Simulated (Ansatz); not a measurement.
One geometry of `C[Si](C)(Cl)CCC(F)(F)C(F)(F)C(F)(F)C(F)(F)C(F)(F)C(F)(F)F`, several levels of theory.

```yaml
crystal:
  periodic: [false, false, false]
  atoms:
    - {symbol: C, position_ang: [-3.992142, 2.073853, -0.037823]}
    - {symbol: Si, position_ang: [-3.925492, 0.395651, 0.782125]}
    - {symbol: C, position_ang: [-4.832434, -0.900804, -0.212736]}
    - {symbol: Cl, position_ang: [-4.857517, 0.548730, 2.649490]}
    - {symbol: C, position_ang: [-2.147637, -0.122210, 1.128728]}
    - {symbol: C, position_ang: [-1.296198, -0.300982, -0.129374]}
    - {symbol: C, position_ang: [0.126707, -0.693187, 0.214726]}
    - {symbol: F, position_ang: [0.149123, -1.879177, 0.875830]}
    - {symbol: F, position_ang: [0.684772, 0.240528, 1.029335]}
    - {symbol: C, position_ang: [1.026452, -0.822920, -1.035975]}
    - {symbol: F, position_ang: [0.388577, -1.627014, -1.918844]}
    - {symbol: F, position_ang: [1.155863, 0.402324, -1.595129]}
    - {symbol: C, position_ang: [2.447030, -1.432745, -0.889118]}
    - {symbol: F, position_ang: [2.968325, -1.483568, -2.130933]}
    - {symbol: F, position_ang: [2.321590, -2.690646, -0.428764]}
    - {symbol: C, position_ang: [3.493541, -0.740786, 0.031624]}
    - {symbol: F, position_ang: [4.628853, -1.459917, -0.116037]}
    - {symbol: F, position_ang: [3.082465, -0.844813, 1.305146]}
    - {symbol: C, position_ang: [3.836108, 0.741992, -0.269592]}
    - {symbol: F, position_ang: [2.860963, 1.528019, 0.214254]}
    - {symbol: F, position_ang: [3.941115, 0.928113, -1.597900]}
    - {symbol: C, position_ang: [5.171887, 1.203277, 0.372438]}
    - {symbol: F, position_ang: [5.221697, 0.835127, 1.652656]}
    - {symbol: F, position_ang: [5.240027, 2.531706, 0.301617]}
    - {symbol: F, position_ang: [6.210793, 0.686698, -0.275226]}
    - {symbol: H, position_ang: [-3.524367, 2.048249, -1.036405]}
    - {symbol: H, position_ang: [-3.468382, 2.831480, 0.566573]}
    - {symbol: H, position_ang: [-5.034696, 2.406194, -0.165008]}
    - {symbol: H, position_ang: [-5.890805, -0.623981, -0.342581]}
    - {symbol: H, position_ang: [-4.389842, -1.014026, -1.216679]}
    - {symbol: H, position_ang: [-4.799917, -1.881059, 0.288892]}
    - {symbol: H, position_ang: [-2.163901, -1.063037, 1.705710]}
    - {symbol: H, position_ang: [-1.690425, 0.636038, 1.787514]}
    - {symbol: H, position_ang: [-1.240328, 0.628158, -0.720926]}
    - {symbol: H, position_ang: [-1.701813, -1.085253, -0.787609]}
basis:
  gaussian: {orbitals: def2-SVP, fitting: {mean_field: def2-universal-jkfit}, initial_orbitals: start.molden}
hamiltonian: {xc: pbe0, dispersion: d4}
scf: {omitted_lower_state_checks: [starts]}
output: {orbitals: {seedname: orbitals}}
```

The file start.molden holds the orbitals of an earlier run on this structure, at another level or in another basis.

```sh
$ ansatz run in.yaml --threads 2 --pin off --events-out ev --progress --plain --max-ram 32768MiB --backend cuda --devices 0, --max-vram 18GiB
```

Output, abridged:

```
Functional definition: PBE0
2187 factors; integrals over basis functions are off by at most 2.4e-1 eV
mean field evaluation 1: about -66160.3068 eV, gradient 2.2e1 eV
mean field evaluation 2: about -66161.1478 eV, gradient 6.0e-1 eV
mean field evaluation 4: about -66161.1391 eV, gradient 7.5e-2 eV
mean field -66161.13914314 eV, -2431.3770178797 hartree, gradient 6.1e-5 eV, S^2 0.000000; 0 other end points of the search recorded, 0 dependent functions left out
reference -66161.13917897 eV, -2431.3770191962 hartree; 109, 109 occupied and 299, 299 virtual orbitals, 2187 factors
Total energy: -66162.15552153 eV, -2431.4143690964 hartree
Checks for a lower state left out: starts
```

Run time 20 s (2 threads of AMD EPYC 7R13 on a shared host and a share (18 GiB) of an NVIDIA H100 80GB HBM3).

The first input with `gaussian: {orbitals: def2-SVP, initial_orbitals: start.molden}`, `hamiltonian: {xc: pbe}`, `correlation: {method: rpa}` and without the key `output` (abridged; 23 s):

```
Functional definition: PBE
mean field -66158.32752649 eV, -2431.2736928734 hartree, gradient 2.7e-6 eV, S^2 0.000000
33 core orbitals not correlated: weight in the atoms' cores, before any rotation towards them, 1.000 or more for the frozen orbitals, at most 0.000 for the correlated occupied ones
Total energy: -66119.54313459 eV, -2429.8483927601 hartree
Checks for a lower state left out: starts
```

First input, but with `hamiltonian: {xc: pbe, dispersion: d4}` (abridged; 18 s):

```
Functional definition: PBE
mean field -66158.34130740 eV, -2431.2741993126 hartree, gradient 2.2e-5 eV, S^2 0.000000
Total energy: -66159.52018779 eV, -2431.3175223680 hartree
Checks for a lower state left out: starts
```

First input, but with `gaussian: {orbitals: def2-TZVP, fitting: {mean_field: def2-universal-jkfit}, initial_orbitals: start.molden}`, `hamiltonian: {xc: {name: BHLYP}, dispersion: d4}` (abridged; 23 s):

```
Functional definition: BHLYP
mean field -66255.79125182 eV, -2434.8554187161 hartree, gradient 2.1e-5 eV, S^2 0.000000
Total energy: -66257.13168831 eV, -2434.9046788484 hartree
Checks for a lower state left out: starts
```

As the first input, with `gaussian: {orbitals: def2-SVP, initial_orbitals: start.molden}`, `correlation: {method: mp2}` and without the key `hamiltonian` (abridged; 19 s):

```
Functional definition: HF
mean field -65964.42115318 eV, -2424.1477650889 hartree, gradient 1.9e-6 eV, S^2 0.000000
33 core orbitals not correlated: weight in the atoms' cores, before any rotation towards them, 1.000 or more for the frozen orbitals, at most 0.000 for the correlated occupied ones
second order -107.64049114 eV of doubles, -0.00000000 eV of singles
Total energy: -66072.06164432 eV, -2428.1034801768 hartree
Checks for a lower state left out: starts
```

Geometry: r2SCAN-D4/def2-SVP.

Correlated methods freeze 33 core orbitals. Single mean-field runs in def2-SVP, def2-TZVP are fitted with def2-universal-jkfit.
